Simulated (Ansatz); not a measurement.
Coupled-cluster diagnostics for B₄P₅⁻, Ansatz.

Geometry of the singlet (B3LYP-D4/def2-SVPD):

```csv
atom,x (Å),y (Å),z (Å)
B1,-0.643,-1.122,0.317
B2,1.051,-0.144,-0.275
B3,-0.206,-1.194,-1.208
B4,-0.505,0.611,-0.756
P5,-1.905,0.319,0.647
P6,0.889,-1.037,1.511
P7,0.822,1.740,0.072
P8,-0.156,0.993,2.064
P9,0.653,-0.166,-2.372
```

Correlated methods freeze 29 core orbitals. Another isomer (singlet) lies 0.37 eV lower at PBE0-D4/def2-TZVPD; other spin states weren't run for this one.

Estimate the CCSD(T) correlation energy, the shares of MP2 and (T), T1 and the reference's ⟨S²⟩ for: charge -1, singlet, own geometry in def2-SVPD; and the rough time on 4 threads of Arm Neoverse V1 on a shared host.


| state | basis | correlation (eV) | MP2 share (%) | (T) share (%) | T1 | ⟨S²⟩ (pure) | wall time | remarks |
| --- | --- | --- | --- | --- | --- | --- | --- | --- |
| charge -1, singlet, own geometry | def2-SVPD | -29.881 | 91.8 | 7.0 | 0.021 | 0.00 (0.00) | 74 s | large T1 (0.021) |
Customary marks for T1 are 0.02 (closed shells), 0.045 (open shells) and about 0.05 (3d metals). T1 exceeds 0.02 in 1 of 1 rows and 0.045 in 0; the higher it lies, the less the single-reference result can be trusted.
